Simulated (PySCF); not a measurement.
B(F)2(Et) (C₂H₅BF₂), SMILES FB(CC)F. Heavy atoms are numbered as in [B:1]([F:2])([F:3])[CH2:4][CH3:5]. Hydrogens are named by the atom that carries them.

Geometry: PBE0-D3(BJ)/def2-SVP. Other conformers were not sampled.

Calculation: B3LYP/pcSseg-1 (PySCF).

GIAO shieldings, no solvent; atoms alike by connectivity are averaged. δ = σ(ref) − σ: ¹¹B against BF3 (σ = 86.3 ppm); ¹⁹F against CFCl3 (σ = 161.7 ppm); ¹³C against TMS (σ = 181.3 ppm); ¹H against TMS (σ = 31.68 ppm), references at their B3LYP-D3(BJ)/def2-TZVP geometries, non-relativistic.

| atoms | nucleus | count | δ (ppm) |
|---|---|---|---|
| B1 | ¹¹B | 1 | 19.0 |
| F2 | ¹⁹F | 2 | ? |
| C5 (CH3) | ¹³C | 1 | ? |
| C4 (CH2) | ¹³C | 1 | 9.2 |
| H on C5 | ¹H | 3 | ? |
| H on C4 | ¹H | 2 | 1.22 |

### Question
Some entries are withheld; supply them. (An estimate is asked for; the answer gives what the named calculation found.)

### Answer

- H on C5, δ (ppm): 1.28
- C5 (CH3), δ (ppm): 10.7
- F2, δ (ppm): -77.9
